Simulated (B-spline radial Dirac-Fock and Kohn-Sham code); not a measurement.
**Binding energies of Os⁴⁺ in different valence configurations**

Method: Dirac-Fock ΔSCF + Breit + QED. Computed with a radial finite-basis atomic code. Correlation and solid-state effects are left out.

Reference: the tabulated ground configuration [Xe] 4f14 5d4, with 2s 13035.3 eV, 2p1/2 12446.8 eV, 3s 3117.8 eV, 3p3/2 2523.2 eV, 4p1/2 613.7 eV, 5p1/2 114.3 eV, Kα1 62995.0 eV, Kβ1 71404.7 eV, Lα1 8911.4 eV, Lβ2 10592.5 eV.

Shifts from the reference in eV.

| configuration | average energy | 2s | 2p1/2 | 3s | 3p3/2 | 4p1/2 | 5p1/2 | Kα1 | Kβ1 | Lα1 | Lβ2 |
| --- | --- | --- | --- | --- | --- | --- | --- | --- | --- | --- | --- |
| [Xe] 4f14 5d2 6s2 | +19.14 | +10.03 | +9.93 | +9.81 | +9.70 | +9.48 | +7.10 | -0.43 | -0.19 | +0.26 | +0.60 |
| [Xe] 4f14 5d3 6p1 | +17.89 | +6.31 | +6.31 | +6.21 | +6.21 | +6.12 | +4.91 | -0.21 | -0.11 | +0.11 | +0.28 |
| [Xe] 4f14 5d3 6s1 | +8.51 | +4.91 | +4.88 | +4.80 | +4.78 | +4.68 | +3.53 | -0.25 | -0.14 | +0.12 | +0.28 |
